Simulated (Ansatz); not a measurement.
(1) Predict a relaxed structure of 1CB, `Cc1ccc(-c2ccc(C#N)cc2)cc1`, charge 0, singlet, at PBE-D4/def2-SVP (Ansatz).

Results:

(1) 
```xyz
26

C    -0.544   -2.268   -4.087
C    -0.389   -1.552   -2.771
C    -1.114   -0.378   -2.484
C    -0.950    0.302   -1.271
C    -0.044   -0.164   -0.292
C     0.132    0.553    0.992
C    -0.950    1.227    1.607
C    -0.791    1.904    2.818
C     0.471    1.927    3.458
C     0.642    2.621    4.700
N     0.784    3.189    5.718
C     1.562    1.258    2.855
C     1.388    0.584    1.645
C     0.685   -1.341   -0.579
C     0.512   -2.020   -1.790
H    -0.504   -3.368   -3.962
H    -1.500   -2.011   -4.585
H     0.275   -1.994   -4.788
H    -1.821    0.015   -3.232
H    -1.514    1.230   -1.093
H    -1.945    1.192    1.139
H    -1.644    2.416    3.285
H     2.547    1.280    3.343
H     2.253    0.093    1.176
H     1.372   -1.752    0.176
H     1.086   -2.942   -1.978
```
 This is one stationary point.
